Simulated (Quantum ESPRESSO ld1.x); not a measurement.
Task: All-electron atom: Os in [Xe] 4f14 5d7.5 6p0.5 (fractional occupations, a model configuration). Method: non-relativistic Kohn-Sham, LDA (Slater exchange, VWN5 correlation), spin-polarised, spherical densities, point nucleus; open shells are filled with parallel spins first; relativity is left out, which matters for an element this heavy; computed with ld1.x of Quantum ESPRESSO 7.5. Some entries of the table are withheld. Estimate them.

orbital,occ.,eigenvalue (hartree),<1/r> (bohr^-1)
1s up,1,-2475.09,75.41
1s down,1,-2475.09,75.41
2s up,1,-409.371,17.71
2s down,1,-409.366,17.71
2p up,3,-393.002,17.75
2p down,3,-392.998,17.75
3s up,1,-94.3506,6.829
3s down,1,-94.3481,6.829
3p up,3,-86.6862,6.784
3p down,3,-86.6838,6.784
3d up,5,-72.3463,6.713
3d down,5,-72.3428,6.713
4s up,1,-19.2134,2.961
4s down,1,-19.2087,2.961
4p up,3,-15.9707,2.872
4p down,3,-15.9657,2.872
4d up,5,-10.0274,2.681
4d down,5,-10.0215,2.681
5s up,1,-2.61660,1.190
5s down,1,-2.57563,1.194
4f up,7,-2.17429,2.287
4f down,7,-2.16549,2.290
5p up,3,-1.64412,1.071
5p down,3,-1.59931,1.075
5d up,5,(1),0.7177
5d down,2.5,(2),0.7106
6p up,0.5,-0.05503,0.2464
6p down,0,-0.03753,0.2226

Result: 
(1) 5d up eigenvalue (hartree): -0.22047
(2) 5d down eigenvalue (hartree): -0.17286
